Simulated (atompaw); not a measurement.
**rubidium PAW (atompaw): all-electron and pseudo phase curves**

- Element: Rb (Z = 37)
- Generator: atompaw 4.2.0.5
- Type: PAW
- Functional: PBEsol
- Relativity: scalar-relativistic
- Frozen core: [Ar] 3d10 4s2
- Valence charge: 7
- Reference configuration: 4p6 4d0 5s0.75 5p0 (charge +0.25)
- Partial waves: 5s (bound): rc 3.00 bohr; 5s channel at 2.4 Ry: rc 3.00 bohr; 4p (bound): rc 2.60 bohr; 5p (bound, empty): rc 2.90 bohr; 4d (bound, empty): rc 3.00 bohr; 4d channel at 0.3 Ry: rc 3.00 bohr
- Local potential: bessel scheme, radius 3.00 bohr
- Core correction: smooth core density matched at 2.25 bohr
- Augmentation charge: gaussian compensation charge, radius 2.25 bohr; PAW radius 3.00 bohr; waves and projectors: custom polynom2 7 10 vanderbiltortho

The phase is arctan(r·u′/u) with u = r·R(r), unwrapped; energies in Ry, scanned from -3 to 5 Ry. A pole is an energy at which the radial function vanishes at the test radius. The pseudo phase is shifted by a multiple of π to meet the all-electron one at the reference energy, and phase errors are pseudo minus all-electron; the curves can meet again beyond the range given. Levels narrower than the energy grid can be missing from the lists of poles.

| channel | radius (bohr) | reference energy (Ry) | poles, all-electron | poles, pseudo | unbroken range about the reference energy with phases within 0.05 rad | phase error 1 Ry above the reference energy (rad) |
| --- | --- | --- | --- | --- | --- | --- |
| s | 3.02 | -0.23 | -2.36, 2.68 | 1.60, 2.69 | -1.9 to 0.3 | -0.065 |
| p | 3.02 | -0.11 | -1.07, 3.69 | -1.07, 3.72 | below 0.8 | +0.063 |
| d | 3.02 | -0.05 | 0.92 | 0.92 | below 2.2 | +0.001 |

Phases in the p channel:

```json
{"E (Ry)": "-3.00", "all-electron": "1.349", "pseudo": "1.354"}
{"E (Ry)": "-2.76", "all-electron": "1.334", "pseudo": "1.338"}
{"E (Ry)": "-2.52", "all-electron": "1.314", "pseudo": "1.319"}
{"E (Ry)": "-2.28", "all-electron": "1.286", "pseudo": "1.291"}
{"E (Ry)": "-2.04", "all-electron": "1.243", "pseudo": "1.248"}
{"E (Ry)": "-1.80", "all-electron": "1.159", "pseudo": "1.164"}
{"E (Ry)": "-1.56", "all-electron": "0.883", "pseudo": "0.890"}
{"E (Ry)": "-1.32", "all-electron": "-0.961", "pseudo": "-0.961"}
{"E (Ry)": "-1.08", "all-electron": "-1.561", "pseudo": "-1.561"}
{"E (Ry)": "-0.84", "all-electron": "-1.691", "pseudo": "-1.690"}
{"E (Ry)": "-0.60", "all-electron": "-1.761", "pseudo": "-1.760"}
{"E (Ry)": "-0.36", "all-electron": "-1.817", "pseudo": "-1.816"}
{"E (Ry)": "-0.12", "all-electron": "-1.874", "pseudo": "-1.874"}
{"E (Ry)": "0.12", "all-electron": "-1.944", "pseudo": "-1.944"}
{"E (Ry)": "0.36", "all-electron": "-2.041", "pseudo": "-2.038"}
{"E (Ry)": "0.60", "all-electron": "-2.196", "pseudo": "-2.182"}
{"E (Ry)": "0.84", "all-electron": "-2.475", "pseudo": "-2.426"}
{"E (Ry)": "1.08", "all-electron": "-2.997", "pseudo": "-2.859"}
{"E (Ry)": "1.32", "all-electron": "-3.655", "pseudo": "-3.454"}
{"E (Ry)": "1.56", "all-electron": "-4.082", "pseudo": "-3.920"}
{"E (Ry)": "1.80", "all-electron": "-4.305", "pseudo": "-4.185"}
{"E (Ry)": "2.04", "all-electron": "-4.432", "pseudo": "-4.338"}
{"E (Ry)": "2.28", "all-electron": "-4.513", "pseudo": "-4.434"}
{"E (Ry)": "2.52", "all-electron": "-4.569", "pseudo": "-4.501"}
{"E (Ry)": "2.76", "all-electron": "-4.610", "pseudo": "-4.551"}
{"E (Ry)": "3.00", "all-electron": "-4.643", "pseudo": "-4.592"}
{"E (Ry)": "3.24", "all-electron": "-4.670", "pseudo": "-4.628"}
{"E (Ry)": "3.48", "all-electron": "-4.694", "pseudo": "-4.664"}
{"E (Ry)": "3.72", "all-electron": "-4.715", "pseudo": "-4.712"}
{"E (Ry)": "3.96", "all-electron": "-4.734", "pseudo": "-4.813"}
{"E (Ry)": "4.20", "all-electron": "-4.752", "pseudo": "-5.961"}
{"E (Ry)": "4.44", "all-electron": "-4.771", "pseudo": "-7.604"}
{"E (Ry)": "4.68", "all-electron": "-4.790", "pseudo": "-7.713"}
{"E (Ry)": "4.92", "all-electron": "-4.810", "pseudo": "-7.755"}
```
